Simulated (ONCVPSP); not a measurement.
## In, ONCV: configuration errors across variants

```
Element                 : indium (In)
Generator               : ONCVPSP 4.0.1
Type                    : optimised norm-conserving Vanderbilt (ONCV)
Functional              : LDA (Perdew-Zunger)
Relativity              : scalar-relativistic
Frozen core             : [Kr]
Valence charge          : 13
Reference configuration : 4d10 5s1.5 5p1.5
Partial waves           : 5s: rc 2.30 bohr, ncon 3, nbas 8, qcut 3.2 1/bohr, 2 projectors, debl 2.2 Ha; 5p: rc 2.30 bohr, ncon 4, nbas 9, qcut 3.2 1/bohr, 2 projectors, debl 0.7 Ha; 4d: rc 1.10 bohr, ncon 3, nbas 7, qcut 8.9 1/bohr, 2 projectors, debl 2.5 Ha
Local potential         : polynomial inside 0.75 bohr (lpopt 5, dvloc0 0 Ha)
Core correction         : Teter function, fcfact 2, rcfact 1.7
```

All-electron excitation energies from the reference (eV): (1) 4d10 5s2 5p1 -2.931; (2) 4d10 5s2 5p0 2.663; (3) 4d10 5s1 5p0 22.324.

A true bound ghost makes a file unfit for plane-wave use even where its test errors are small: the radial tests pick states by their node count and pass the ghost by.

Errors AE − PS in meV (a dash: test not solved or not reliable):

| change | (1) | (2) | (3) | bound ghosts | GHOST(+) flags above zero |
| --- | --- | --- | --- | --- | --- |
| base | -1.3 | -3.9 | -12 | s, p | s |
| d: qcut 6.4 | -1.3 | -3.9 | -9.4 | s, p | s, d |
| d: qcut 7.5 | -1.3 | -3.8 | -11 | s, p | s |
| d: qcut 8.7 | -1.3 | -3.9 | -12 | s, p | s |
| d: qcut 10 | -1.3 | -3.9 | -12 | s, p | s |
| d: qcut 10.8 | -1.3 | -3.9 | -12 | s, p | s |
| d: qcut 12.4 | -1.3 | -3.9 | -12 | s, p | s |
| d: qcut 13.3 | -1.3 | -3.9 | -12 | s, p | s |

(1) Give the same row for: d: qcut 5.6.

Answers

(1) -1.2, -3.8, -8.2; bound ghosts: s, p; GHOST(+) flags above zero: s, d.
